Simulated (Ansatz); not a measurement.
Cost and result for the atomization energy of C$_{2}$H$_{8}$B$_{2}$O (`BC(B)(C)O`) (13 atoms, 12 bonds).

Z-matrix (Å, degrees):
```
C
C 1 1.561
B 1 1.886 2 53.2
H 1 1.087 2 107.2 3 -126.2
H 1 1.136 2 113.6 3 -13.1
H 1 1.085 2 113.6 3 107.4
B 2 1.513 1 118.9 3 -98.6
O 2 1.403 1 112.8 3 114.3
H 3 1.191 1 107.6 2 118.9
H 3 1.199 1 112.7 2 -105.1
H 7 1.195 2 119.9 1 -167.6
H 7 1.197 2 119.3 1 16.8
H 8 0.961 2 108.9 1 -83.9
```

The species carries charge 0 and has multiplicity 1. Geometry: relaxed with PBE0-D4/def2-TZVP. It is one conformer, not always the lowest. Program: Ansatz. All runs use 4 threads of a server CPU on a shared host. Times are those of one run each, without the atoms' runs, and a repeat can differ threefold. Electronic energies, without spin–orbit coupling; frozen cores. CCSD(T)/CBS adds CCSD(T) − MP2 in def2-TZVPP to the MP2 limit, and its time is that of the two runs behind it. T1 = 0.012. B3LYP takes the VWN-RPA correlation (the form of Gaussian; ORCA's B3LYP/G). HSE06 is the plane-wave form, built on full-range PBE exchange.

CCSD(T)/CBS is a level of theory with its own doubt, some kJ/mol a heavy atom from the limit and from the frozen cores, so smaller differences don't rank the functionals.

```tsv
level	functions	wall time
revPBE-D4/def2-TZVPP	267	2 s
BLYP-D4/def2-TZVPP	267	2.1 s
PBE0-D4/def2-TZVPP	267	2.4 s
HSE06-D4/def2-TZVPP	267	2.7 s
BHLYP-D4/def2-TZVPP	267	3 s
B3LYP-D4/def2-TZVPP (with forces)	267	4 s
B2PLYP/def2-TZVPP	267	5.5 s
PBE-QIDH/def2-TZVPP	267	5.5 s
CCSD(T)/def2-SVP	110	5.5 s
ωB97M-V/def2-TZVPP (with forces)	267	10 s
MP2/def2-QZVPP	525	24 s
CCSD(T)/def2-TZVPP	267	2.5 min
CCSD(T)/CBS(def2)	–	2.9 min
```

What atomization energy does each give, and how far from CCSD(T)/CBS? (Estimate.)

Ansatz gave: 
| level | atomization (kcal/mol) | difference from CCSD(T)/CBS | per bond |
| --- | --- | --- | --- |
| revPBE-D4/def2-TZVPP | 1148.9 | 2.0 | 0.2 |
| BLYP-D4/def2-TZVPP | 1148.4 | 1.5 | 0.1 |
| PBE0-D4/def2-TZVPP | 1159.5 | 12.6 | 1.1 |
| HSE06-D4/def2-TZVPP | 1160.3 | 13.4 | 1.1 |
| BHLYP-D4/def2-TZVPP | 1124.8 | -22.1 | -1.8 |
| B3LYP-D4/def2-TZVPP (with forces) | 1153.4 | 6.5 | 0.5 |
| B2PLYP/def2-TZVPP | 1140.8 | -6.1 | -0.5 |
| PBE-QIDH/def2-TZVPP | 1149.9 | 3.0 | 0.2 |
| CCSD(T)/def2-SVP | 1099.0 | -47.9 | -4.0 |
| ωB97M-V/def2-TZVPP (with forces) | 1157.6 | 10.7 | 0.9 |
| MP2/def2-QZVPP | 1155.0 | 8.1 | 0.7 |
| CCSD(T)/def2-TZVPP | 1121.8 | -25.1 | -2.1 |
| CCSD(T)/CBS(def2) | 1146.9 | 0.0 | 0.0 |

At CCSD(T), def2-SVP lies −47.9 kcal/mol from the extrapolated value and def2-TZVPP −25.1 kcal/mol: correlation converges slowly with the basis, and small sets miss more of it in the bonded molecule than in its fragments. From r2SCAN to r2SCAN0 (25 % exact exchange), in def2-TZVPP and without D4, the atomization energy moves by −14.0 kcal/mol: exact exchange takes away binding that semilocal exchange gives to molecules. Leaving LDA and LC-ωPBE aside and taking each functional with its dispersion term where it has one, the values, not all of them listed here, spread over 51.1 kcal/mol, from BHLYP-D4 to PBE-D4. LDA lies +148.2 kcal/mol from PBE without D4, its usual overbinding.
